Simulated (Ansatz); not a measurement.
Reaction (formal exchange of groups at the Se–Ga bond): `[CH3][Ga]([F])[SeH]` + `[Cl][SnH2][Cl]` → `[Cl][SnH]([Cl])[SeH]` + `[CH3][GaH][F]`

Computed with Ansatz on PBE0-D4/def2-TZVP structures; ΔE is electronic, products minus reactants. CBS: MP2 limit from def2 TZ/QZ plus the TZ coupled-cluster correction, frozen cores. DFT in def2-TZVPP. def2 core potentials past Kr. For Ga, Se, Sn outer-core shells are correlated without core-valence functions, which leaves a few kJ/mol of doubt a bond. Scalar relativity is left out up to krypton. One conformer a species, not always the lowest.

| level | ΔE (kJ/mol) |
| --- | --- |
| PBE0 | 33.8 |
| MP2/def2-QZVPP | 28.1 |

(1) What does CCSD(T)/CBS give? (Estimate.)

Largest T1 diagnostic among the species: 0.013.

Results:

(1) The calculation gave: +28.8 kJ/mol. The listed levels differ from it by 5.0, -0.7 kJ/mol.

Leaving LDA and LC-ωPBE aside and taking each functional with its dispersion term where it has one, the values, not all of them listed here, spread over 9.5 kJ/mol, from BLYP-D4 to PBE-QIDH. The D4 term adds −3.3 kJ/mol with B3LYP and −1.8 kJ/mol with PBE0; it sums over pairs of atoms, weighted by their polarisabilities, and B3LYP, whose exchange is more repulsive, gets the larger term. At CCSD(T), def2-SVP lies +10.0 kJ/mol from the extrapolated value and def2-TZVPP +8.7 kJ/mol.

B3LYP here is the variant with VWN-RPA as its local correlation; programs differ in this.
